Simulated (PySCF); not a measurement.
ZrI3: adding exact exchange

Base calculation in PySCF with density fitting and no spin–orbit coupling, PBE/def2-TZVP (scalar-relativistic core potentials): doublet, D3h, Zr–I 2.697 Å (×3); wavenumbers 41 (×2), 44, 152, 259 (×2) cm⁻¹; polar-tensor charge of Zr 1.24 e, atomisation energy (no zero-point energy) 1167 kJ/mol.

Question: What changes on going to PBE0/def2-TZVP (scalar-relativistic core potentials)?

Answer: The point group stays the same. Changes: mean bond to Zr -0.010 Å, highest wavenumber +7 cm⁻¹, lowest wavenumber 0 cm⁻¹, polar-tensor charge of Zr +0.18 e, atomisation energy (no zero-point energy) -30 kJ/mol. The new structure has Zr–I 2.687 Å (×3), with wavenumbers 41 (×2), 45, 157, 266 (×2) cm⁻¹. Exact exchange shortens and stiffens the bonds, the usual pattern.

Open d or f shells are single determinants, so the state found may not be the ground state. The structures come from searches over a few start shapes, so lower isomers are not excluded.
